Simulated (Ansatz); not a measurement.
Basis-set extrapolation for C₂H₇BSSi, SMILES `CC1B[SiH2]S1` (PBE0-D4/def2-TZVP geometry, frozen core, the Gaussian-basis code of Ansatz). Multiplicity 1, RHF reference.

```csv
,def2-TZVPP,def2-QZVPP
HF,-790.998577,-791.023211
MP2 correlation,-0.731728,-0.784404
CCSD(T) correlation,-0.828323,not run
```

Energies in hartree. Use E(X) = E(∞) + A·exp(−7.88·√X) for Hartree–Fock and E(X) = E(∞) + B·X^(−2.97) for correlation, with X = 3 and 4, and add CCSD(T) minus MP2 of the smaller set to the MP2 limit.

Problem. What is the CCSD(T) energy at the basis-set limit?

Solution. HF limit: -791.023211 + (-0.024634) × 0.13774 = -791.02660. MP2 limit: -0.784404 + (-0.052676) × 0.74074 = -0.82342. Higher-order term: -0.828323 − (-0.731728) = -0.09659. Total: -791.94661 hartree, 314.3 kJ/mol below CCSD(T)/def2-TZVPP.
